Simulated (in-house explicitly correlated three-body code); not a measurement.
Computed with an exponentially correlated three-body code. Model: two electrons around a point charge, non-relativistic, variational in 260 exponentially correlated functions (energies converged to about 1e-7 hartree, or 1e-8 relative for large Z).

For this charge the correlation energy is taken as exact minus Hartree-Fock, from which it differs by microhartrees, and the kinetic parts follow from it.

For two electrons in a singlet the Kohn-Sham orbital is the square root of half the density, so the exact Kohn-Sham potential and energy parts follow from the density alone, and exchange is minus half the Hartree energy. The Kohn-Sham level equals minus the binding energy of the second electron.

Command:
```bash
python run_hyl.py task.json out
```
Settings (lengths in bohr, energies in hartree):
```
Z                      7
interaction_strength   1
functions              260
states_tried           13
```

Cost of the run: 53 s on 1 thread of Intel(R) Xeon(R) Platinum 8259CL CPU @ 2.50GHz (Skylake/Cascade Lake), with other jobs on the host.

**Electric-dipole lines between converged S and P states, rate of the upper state's decay.**

Given: nuclear charge 7.

| s state | p state | p minus s (eV) | oscillator strength from s | rate (1/s) |
| --- | --- | --- | --- | --- |
| 1 1S | 2 1P | 430.55 | 0.6742 | 1.8077e+12 |
| 1 1S | 3 1P | 497.75 | 0.14382 | 5.1538e+11 |
| 1 1S | 4 1P | 521.39 | 0.054504 | 2.1431e+11 |
| 2 1S | 2 1P | 4.2531 | 0.078473 | 2.0532e+07 |
| 2 1S | 3 1P | 71.457 | 0.36423 | 2.69e+10 |
| 2 1S | 4 1P | 95.094 | 0.092132 | 1.2051e+10 |
| 3 1S | 2 1P | -65.971 | -0.059529 | 1.1242e+10 |
| 3 1S | 3 1P | 1.2334 | 0.13641 | 3.0016e+06 |
| 3 1S | 4 1P | ? | ? | ? |
| 4 1S | 2 1P | -90.325 | -0.0128 | 4.5315e+09 |
| 4 1S | 3 1P | -23.121 | -0.13376 | 3.1029e+09 |
| 4 1S | 4 1P | 0.51586 | 0.18992 | 730980 |
| 2 3S | 2 3P | 6.454 | 0.11018 | 6.638e+07 |
| 2 3S | 3 3P | ? | ? | ? |
| 2 3S | 4 3P | 101.18 | 0.0868 | 1.2853e+10 |
| 3 3S | 2 3P | -68.618 | -0.062951 | 1.2861e+10 |
| 3 3S | 3 3P | 1.7492 | 0.18432 | 8.1571e+06 |
| 3 3S | 4 3P | 26.108 | 0.36213 | 3.5702e+09 |
| 4 3S | 2 3P | -94.011 | -0.013132 | 5.0362e+09 |
| 4 3S | 3 3P | -23.644 | -0.14413 | 3.4961e+09 |
| 4 3S | 4 3P | 0.71479 | 0.25386 | 1.876e+06 |

Problem. What belongs in the row 3 1S 4 1P?

Solution. p minus s (eV): 24.87; oscillator strength from s: 0.39487; rate (1/s): 3.5327e+09.

Problem. What belongs in the row 2 3S 3 3P?

Solution. p minus s (eV): 76.821; oscillator strength from s: 0.33422; rate (1/s): 2.8529e+10.

**Exact Kohn-Sham parts of the ground state from its density.**

Computed: total energy -44.7814451 hartree; Kohn-Sham kinetic 44.738 hartree; Hartree energy 8.3045 hartree; kinetic part of the DFT correlation energy 0.043667 hartree; potential part of the DFT correlation energy -0.088948 hartree; exact minus restricted Hartree-Fock -0.045281 hartree; Kohn-Sham level -551.89 eV; dipole polarisability 0.0046555 bohr³; C6 of two such species 0.00030179 hartree·bohr⁶.

Problem. What is the exchange energy?

Solution. -4.1523 hartree.

Problem. What is the restricted Hartree-Fock level?

Solution. -552.17 eV.

**Functionals on the exact density and self-consistent, errors are functional minus exact, hybrids only self-consistent, a dash where a self-consistent run leaves the top level unbound.**

| result | exchange error (millihartree) | correlation error (millihartree) | functional driven error (millihartree) | density driven error (millihartree) | self consistent total error (millihartree) | top level plus exact binding (eV) |
| --- | --- | --- | --- | --- | --- | --- |
| TPSS | -3.7095 | -3.0987 | -6.8081 | -0.35384 | -7.162 | 37.681 |
| PBEsol | 256.85 | -15.831 | 241.02 | -1.3881 | 239.63 | 42.712 |
| r2SCAN | -4.1284 | 1.986 | -2.1424 | -0.31215 | -2.4545 | 36.279 |
| PBE0 | - | - | - | - | 56.145 | 30.345 |
| B3LYP VWN-RPA | - | - | - | - | ? | ? |
| OLYP | ? | ? | ? | ? | ? | ? |
| AM05 | 453.78 | -113.15 | 340.64 | -1.7086 | 338.93 | 43.971 |
| wB97X | - | - | - | - | -91.11 | 29.713 |
| BLYP | 28.648 | -4.894 | 23.754 | -1.4645 | 22.289 | 40.117 |
| PW91 | 66.238 | -13.319 | 52.919 | -1.3937 | 51.525 | 40.371 |
| LDA VWN5 | 587.15 | -137.38 | 449.76 | -2.5398 | 447.22 | 44.506 |
| revTPSS | -3.1768 | -5.2971 | -8.4739 | -0.23318 | -8.7071 | 37.075 |
| r2SCAN0 | - | - | - | - | -1.2726 | 26.987 |
| SCAN | -4.1284 | 1.986 | -2.1424 | -0.31215 | -2.4545 | 36.279 |

Problem. What belongs in the row B3LYP VWN-RPA?

Solution. self consistent total error (millihartree): 28.552; top level plus exact binding (eV): 31.897.

Problem. What belongs in the row OLYP?

Solution. exchange error (millihartree): 19.786; correlation error (millihartree): -4.894; functional driven error (millihartree): 14.892; density driven error (millihartree): -1.3771; self consistent total error (millihartree): 13.515; top level plus exact binding (eV): 40.154.

**Density and exact potentials over r, pair density (one pair, times 4 pi r12^2) and exact minus Kohn-Sham pair density over r12.**

```json
{"radius (bohr)": "0.0611", "radial density (electrons/bohr)": "3.9812", "exchange potential (hartree)": "-6.1719", "intracule density (1/bohr)": "0.45488", "Coulomb hole against Kohn-Sham (1/bohr)": "-0.04568", "correlation potential (hartree)": "-0.014"}
{"radius (bohr)": "0.0709", "radial density (electrons/bohr)": "4.6843", "exchange potential (hartree)": "-6.0348", "intracule density (1/bohr)": "0.59575", "Coulomb hole against Kohn-Sham (1/bohr)": "-0.05521", "correlation potential (hartree)": "-0.007"}
{"radius (bohr)": "0.0822", "radial density (electrons/bohr)": "5.3918", "exchange potential (hartree)": "-5.8695", "intracule density (1/bohr)": "0.77144", "Coulomb hole against Kohn-Sham (1/bohr)": "-0.06499", "correlation potential (hartree)": "-0.001"}
{"radius (bohr)": "0.0954", "radial density (electrons/bohr)": "6.0624", "exchange potential (hartree)": "-5.6705", "intracule density (1/bohr)": "0.98817", "Coulomb hole against Kohn-Sham (1/bohr)": "-0.07413", "correlation potential (hartree)": "0.006"}
{"radius (bohr)": "0.111", "radial density (electrons/bohr)": "6.6347", "exchange potential (hartree)": "-5.4323", "intracule density (1/bohr)": "1.2501", "Coulomb hole against Kohn-Sham (1/bohr)": "-0.08115", "correlation potential (hartree)": "0.013"}
{"radius (bohr)": "0.128", "radial density (electrons/bohr)": "?", "exchange potential (hartree)": "?", "intracule density (1/bohr)": "?", "Coulomb hole against Kohn-Sham (1/bohr)": "?", "correlation potential (hartree)": "?"}
{"radius (bohr)": "0.149", "radial density (electrons/bohr)": "7.1441", "exchange potential (hartree)": "-4.8644", "intracule density (1/bohr)": "1.8484", "Coulomb hole against Kohn-Sham (1/bohr)": "-0.0804", "correlation potential (hartree)": "0.021"}
{"radius (bohr)": "0.172", "radial density (electrons/bohr)": "?", "exchange potential (hartree)": "?", "intracule density (1/bohr)": "?", "Coulomb hole against Kohn-Sham (1/bohr)": "?", "correlation potential (hartree)": "?"}
{"radius (bohr)": "0.2", "radial density (electrons/bohr)": "6.4905", "exchange potential (hartree)": "-4.177", "intracule density (1/bohr)": "2.4106", "Coulomb hole against Kohn-Sham (1/bohr)": "-0.04984", "correlation potential (hartree)": "0.02"}
{"radius (bohr)": "0.232", "radial density (electrons/bohr)": "5.7011", "exchange potential (hartree)": "-3.8015", "intracule density (1/bohr)": "2.5794", "Coulomb hole against Kohn-Sham (1/bohr)": "-0.02376", "correlation potential (hartree)": "0.018"}
{"radius (bohr)": "0.269", "radial density (electrons/bohr)": "4.6923", "exchange potential (hartree)": "-3.4209", "intracule density (1/bohr)": "2.6071", "Coulomb hole against Kohn-Sham (1/bohr)": "0.00453", "correlation potential (hartree)": "0.014"}
{"radius (bohr)": "0.312", "radial density (electrons/bohr)": "3.5787", "exchange potential (hartree)": "-3.0443", "intracule density (1/bohr)": "2.4615", "Coulomb hole against Kohn-Sham (1/bohr)": "0.02902", "correlation potential (hartree)": "0.01"}
{"radius (bohr)": "0.362", "radial density (electrons/bohr)": "2.4979", "exchange potential (hartree)": "-2.6823", "intracule density (1/bohr)": "2.1413", "Coulomb hole against Kohn-Sham (1/bohr)": "0.04372", "correlation potential (hartree)": "0.007"}
{"radius (bohr)": "0.42", "radial density (electrons/bohr)": "1.5746", "exchange potential (hartree)": "-2.3448", "intracule density (1/bohr)": "1.6903", "Coulomb hole against Kohn-Sham (1/bohr)": "0.04559", "correlation potential (hartree)": "0.004"}
{"radius (bohr)": "0.487", "radial density (electrons/bohr)": "0.88418", "exchange potential (hartree)": "-2.0388", "intracule density (1/bohr)": "1.1917", "Coulomb hole against Kohn-Sham (1/bohr)": "0.03664", "correlation potential (hartree)": "0.002"}
{"radius (bohr)": "0.564", "radial density (electrons/bohr)": "0.43622", "exchange potential (hartree)": "-1.7678", "intracule density (1/bohr)": "0.73819", "Coulomb hole against Kohn-Sham (1/bohr)": "0.02288", "correlation potential (hartree)": "0.001"}
{"radius (bohr)": "0.654", "radial density (electrons/bohr)": "0.18285", "exchange potential (hartree)": "-1.5275", "intracule density (1/bohr)": "0.38949", "Coulomb hole against Kohn-Sham (1/bohr)": "0.01045", "correlation potential (hartree)": "0.001"}
```

Problem. What belongs in the row 0.128?

Solution. radial density (electrons/bohr): 7.0037; exchange potential (hartree): -5.1744; intracule density (1/bohr): 1.5297; Coulomb hole against Kohn-Sham (1/bohr): -0.08384; correlation potential (hartree): 0.017.

Problem. What belongs in the row 0.172?

Solution. radial density (electrons/bohr): 6.9851; exchange potential (hartree): -4.5415; intracule density (1/bohr): 2.1444; Coulomb hole against Kohn-Sham (1/bohr): -0.06958; correlation potential (hartree): 0.021.

The density-driven part is never positive, since each functional's own density lowers its energy. Here it is small beside the functional-driven part (median ratio 0.04), the normal case.
